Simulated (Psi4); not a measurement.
germanium monotelluride (GeTe), singlet, geometry from GFN2-xTB (core potentials on Te); Psi4 1.11 with WB97M-V/def2-SVPD.

Input for Psi4:
```
memory 2 GB

molecule mol {
0 1
Ge   -0.000000   -0.000000   -1.458150
Te    0.000000    0.000000    0.897323
}

set {
  basis def2-svpd
  reference rks
  scf_type pk
  puream true
  d_convergence 1e-8
  dft_radial_points 99
  dft_spherical_points 590
}

energy('wb97m-v')
print_variables()
```

What does Psi4 print? Leave out banner, timings and long lists.


```
   => Loading Basis Set <=

    Name: DEF2-SVPD
    Role: ORBITAL
    Keyword: BASIS

    !!!  WARNING: ECP capability is in beta. Please check occupations closely.  !!!

         ---------------------------------------------------------
                                   SCF
               by Justin Turney, Rob Parrish, Andy Simmonett
                          and Daniel G. A. Smith
                              RKS Reference
         ---------------------------------------------------------

  ==> Geometry <==

    Molecular point group: c2v
    Full point group: C_inf_v

    Geometry (in Angstrom), charge = 0, multiplicity = 1:

       Center              X                  Y                   Z               Mass
    ------------   -----------------  -----------------  -----------------  -----------------
         GE           0.000000000000     0.000000000000    -1.501224072184    73.921177761000
         TE           0.000000000000     0.000000000000     0.854248927816   129.906222748000

  Running in c2v symmetry.

  Rotational constants: A = ************  B =      0.06449  C =      0.06449 [cm^-1]
  Rotational constants: A = ************  B =   1933.41316  C =   1933.41316 [MHz]
  Nuclear repulsion =  172.537786590871548

  Charge       = 0
  Multiplicity = 1
  Electrons    = 56
  Nalpha       = 28
  Nbeta        = 28

  ==> Algorithm <==

  SCF Algorithm Type is PK.
  DIIS enabled.
  MOM disabled.
  Fractional occupation disabled.
  Guess Type is SAD.
  Energy threshold   = 1.00e-06
  Density threshold  = 1.00e-08
  Integral threshold = 1.00e-12

  ==> Primary Basis <==

  Basis Set: DEF2-SVPD
    Blend: DEF2-SVPD
    Number of shells: 27
    Number of basis functions: 73
    Number of Cartesian functions: 80
    Spherical Harmonics?: true
    Max angular momentum: 2

  Core potential: DEF2-SVPD
    Number of shells: 4
    Number of ECP primitives: 18
    Number of ECP core electrons: 28
    Max angular momentum: 3

  ==> DFT Potential <==

   => LibXC <=

    Version 7.1.2
    S. Lehtola, C. Steigemann, M. J. T. Oliveira, and M. A. L. Marques,  SoftwareX 7, 1–5 (2018) (10.1016/j.softx.2017.11.002)

   => Composite Functional: WB97M-V <=

    wB97M-V Hyb-GGA Exchange-Correlation Functional

    N. Mardirossian and M. Head-Gordon,  J. Chem. Phys. 144, 214110 (2016) (10.1063/1.4952647)

    Deriv               =              1
    GGA                 =           TRUE
    Meta                =           TRUE

    Exchange Hybrid     =           TRUE
    MP2 Hybrid          =          FALSE

   => Exchange-Correlation Functionals <=

    1.0000   wB97M-V exchange-correlation functional

   => Exact (HF) Exchange <=

    0.8500            HF,LR [omega = 0.3000]
    0.1500               HF

   => LibXC Density Thresholds  <==

    XC_HYB_MGGA_XC_WB97M_V:  1.00E-13

   => VV10 Non-Local Parameters <=

    VV10 B              =     6.0000E+00
    VV10 C              =     1.0000E-02

   => Molecular Quadrature <=

    Radial Scheme          =       TREUTLER
    Pruning Scheme         =           NONE
    Nuclear Scheme         =       TREUTLER

    Blocking Scheme        =         OCTREE
    BS radius alpha        =              1
    Pruning alpha          =              1
    Radial Points          =             99
    Spherical Points       =            590
    Total Points           =         112475
    Total Blocks           =           1003
    Max Points             =            256
    Max Functions          =             73
    Weights Tolerance      =       1.00E-15

  ==> Integral Setup <==

  Using in-core PK algorithm.
   Calculation information:
      Number of atoms:                   2
      Number of AO shells:              27
      Number of primitives:             58
      Number of atomic orbitals:        80
      Number of basis functions:        73

      Integral cutoff                 1.00e-12
      Number of threads:                 1

  Performing in-core PK
  Using 10947153 doubles for integral storage.
  We computed 69191 shell quartets total.
  Whereas there are 71631 unique shell quartets.

  Computing range-separated integrals for PK
  We computed 69191 wK shell quartets total.
  Whereas there are 71631 wK unique shell quartets.

  ==> DiskJK: Disk-Based J/K Matrices <==

    J tasked:                  Yes
    K tasked:                  Yes
    wK tasked:                 Yes
    Omega:               3.000E-01
    Schwarz Cutoff:          1E-12

  Minimum eigenvalue in the overlap matrix is 2.5189224339E-03.
  Reciprocal condition number of the overlap matrix is 5.3460074014E-04.
    Using symmetric orthogonalization.

  ==> Pre-Iterations <==

  SCF Guess: Superposition of Atomic Densities via on-the-fly atomic UHF (no occupation information).

   -------------------------
    Irrep   Nso     Nmo
   -------------------------
     A1        34      34
     A2         7       7
     B1        16      16
     B2        16      16
   -------------------------
    Total      73      73
   -------------------------

  ==> Iterations <==

                        Total Energy        Delta E     RMS |[F,P]|

   @RKS iter SAD: -2338.78361966826878   -2.33878e+03   0.00000e+00
   @RKS iter   1: -2343.30209475679067   -4.51848e+00   5.50933e-02 DIIS/ADIIS
   @RKS iter   2: -2343.43757102690233   -1.35476e-01   6.44810e-02 DIIS/ADIIS
   @RKS iter   3: -2344.64398593496617   -1.20641e+00   4.52392e-03 DIIS/ADIIS
   @RKS iter   4: -2344.64939716153867   -5.41123e-03   1.56878e-03 DIIS/ADIIS
   @RKS iter   5: -2344.65157096114444   -2.17380e-03   4.47774e-04 DIIS/ADIIS
   @RKS iter   6: -2344.65184607843730   -2.75117e-04   8.32798e-05 DIIS
   @RKS iter   7: -2344.65186141952654   -1.53411e-05   1.71145e-05 DIIS
   @RKS iter   8: -2344.65186240155163   -9.82025e-07   5.08595e-06 DIIS
   @RKS iter   9: -2344.65186254833134   -1.46780e-07   1.70304e-06 DIIS
   @RKS iter  10: -2344.65186256147308   -1.31417e-08   1.82153e-07 DIIS
   @RKS iter  11: -2344.65186256154811   -7.50333e-11   2.14113e-08 DIIS
   @RKS iter  12: -2344.65186256155084   -2.72848e-12   3.28454e-09 DIIS
  Energy and wave function converged.

  ==> Post-Iterations <==

   Electrons on quadrature grid:
      Ntotal   =   55.9999993339 ; deviation = -6.661e-07

    Orbital Energies [Eh]
    ---------------------

    Doubly Occupied:

       1A1  -399.341593     2A1   -50.090120     1B2   -44.509147
       1B1   -44.509147     3A1   -44.507057     4A1    -6.435706
       5A1    -6.417770     2B2    -4.574082     2B1    -4.574082
       6A1    -4.567102     7A1    -4.536208     3B1    -4.534540
       3B2    -4.534540     8A1    -1.706484     4B1    -1.704073
       4B2    -1.704073     9A1    -1.702114     1A2    -1.702112
      10A1    -1.367588     2A2    -1.367588     5B2    -1.362439
       5B1    -1.362439    11A1    -1.362050    12A1    -0.745167
      13A1    -0.551975    14A1    -0.343190     6B2    -0.328717
       6B1    -0.328717

    Virtual:

       7B1    -0.031847     7B2    -0.031847    15A1     0.037035
      16A1     0.053392     8B1     0.058011     8B2     0.058011
      17A1     0.077389    18A1     0.125933     3A2     0.125933
      19A1     0.134237     9B2     0.174572     9B1     0.174572
      10B1     0.197583    10B2     0.197583    20A1     0.198442
       4A2     0.200908    21A1     0.200909    22A1     0.241736
      23A1     0.395766    11B1     0.464387    11B2     0.464387
      24A1     0.482204    12B2     0.534047    12B1     0.534047
      25A1     0.556482     5A2     0.557643    26A1     0.557644
      13B1     0.590107    13B2     0.590107     6A2     0.627715
      27A1     0.627716    28A1     0.678695    14B1     0.715063
      14B2     0.715063    29A1     0.720371    30A1     0.984403
       7A2     2.534956    31A1     2.534962    15B2     2.560681
      15B1     2.560681    32A1     2.667528    16B1    19.092470
      16B2    19.092470    33A1    19.477190    34A1    53.010158

    Final Occupation by Irrep:
             A1    A2    B1    B2
    DOCC [    14,    2,    6,    6 ]
    NA   [    14,    2,    6,    6 ]
    NB   [    14,    2,    6,    6 ]

  @RKS Final Energy: -2344.65186256155084

   => Energetics <=

    Nuclear Repulsion Energy =            172.5377865908715478
    One-Electron Energy =               -3705.2966037494143166
    Two-Electron Energy =                1265.5360990372182641
    DFT Exchange-Correlation Energy =     -77.6544721595067955
    Empirical Dispersion Energy =           0.0000000000000000
    VV10 Nonlocal Energy =                  0.2253277192797777
    Total Energy =                      -2344.6518625615512974

Computation Completed

Properties will be evaluated at   0.000000,   0.000000,   0.000000 [a0]

Properties computed using the SCF density matrix

 Multipole Moments:

 ------------------------------------------------------------------------------------
     Multipole            Electronic (a.u.)      Nuclear  (a.u.)        Total (a.u.)
 ------------------------------------------------------------------------------------

 L = 1.  Multiply by 2.5417464519 to convert [e a0] to [Debye]
 Dipole X            :          0.0000000            0.0000000            0.0000000
 Dipole Y            :          0.0000000            0.0000000            0.0000000
 Dipole Z            :         51.4109527          -52.0377588           -0.6268061
 Magnitude           :                                                    0.6268061

 ------------------------------------------------------------------------------------

  Variable Map:
  ----------------------------------------------------------------------------
  "CURRENT ENERGY"              =>   -2344.651862561551
  "CURRENT REFERENCE ENERGY"    =>   -2344.651862561551
  "DD SOLVATION ENERGY"         =>       0.000000000000
  "DFT FUNCTIONAL TOTAL ENERGY" =>   -2344.651862561551
  "DFT TOTAL ENERGY"            =>   -2344.651862561551
  "DFT VV10 ENERGY"             =>       0.225327719280
  "DFT XC ENERGY"               =>     -77.654472159507
  "GRID ELECTRONS ALPHA"        =>      27.999999666970
  "GRID ELECTRONS BETA"         =>      27.999999666970
  "GRID ELECTRONS TOTAL"        =>      55.999999333940
  "NUCLEAR REPULSION ENERGY"    =>     172.537786590872
  "ONE-ELECTRON ENERGY"         =>   -3705.296603749414
  "PCM POLARIZATION ENERGY"     =>       0.000000000000
  "PE ENERGY"                   =>       0.000000000000
  "SCF ITERATION ENERGY"        =>   -2344.651862561551
  "SCF ITERATIONS"              =>      12.000000000000
  "SCF TOTAL ENERGY"            =>   -2344.651862561551
  "TWO-ELECTRON ENERGY"         =>    1265.536099037218
  "XC GRID RADIAL POINTS"       =>      99.000000000000
  "XC GRID SPHERICAL POINTS"    =>     590.000000000000
  "XC GRID TOTAL POINTS"        =>  112475.000000000000

  Array Variable Map:
  ----------------------------------------------------------------------------
  "CURRENT DIPOLE"              =>       0.000000000000 ... -0.626806066126 1 by 3
  "SCF DIPOLE"                  =>       0.000000000000 ... -0.626806066126 1 by 3
  "SCF TOTAL ENERGIES"          =>   -2338.783619668269 ... -2344.651862561551 1 by 13
```
